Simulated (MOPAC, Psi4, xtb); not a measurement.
Complex: CH6AlN (SMILES C[NH][AlH2]) (first 9 atoms) with NH3 (SMILES N); geometry from B3LYP-D3(BJ)/def2-TZVP, rigid monomers moved along the line of their centres of mass till H4···N10 is 2.73 Å.
(charge 0, multiplicity 1):
```tsv
atom	x (Å)	y (Å)	z (Å)
C	-0.5006	-0.4074	1.5620
N	-0.3529	0.2877	0.2915
Al	0.8170	-0.0088	-1.0056
H	-0.3564	0.2577	2.4199
H	0.2462	-1.2001	1.6360
H	-1.4854	-0.8762	1.6654
H	-1.0347	1.0262	0.1867
H	0.7365	0.9115	-2.2839
H	1.8611	-1.1720	-0.7904
N	-0.0596	0.1483	5.1356
H	0.4545	-0.5696	4.6379
H	-1.0253	0.0913	4.8332
H	0.3009	1.0446	4.8287
```

Monomers are frozen at their geometry in the pair; levels with a basis set take the counterpoise correction.

Cores are frozen in the correlated methods. The state that AM1 reach isn't checked.

Run with MOPAC for AM1 (differences of heats of formation); Psi4 for SAPT; xtb for the GFN methods. Each number belongs to the level named beside it.

### Question
One of these levels gives -56.8 meV for the interaction energy. Which one is it?
A. SAPT0/jun-cc-pV(D+d)Z
B. GFN-FF
C. GFN1-xTB
D. AM1

### Answer
C, GFN1-xTB. The others give -13.3 (GFN-FF), 8.0 (AM1), 29.5 (SAPT0/jun-cc-pV(D+d)Z)
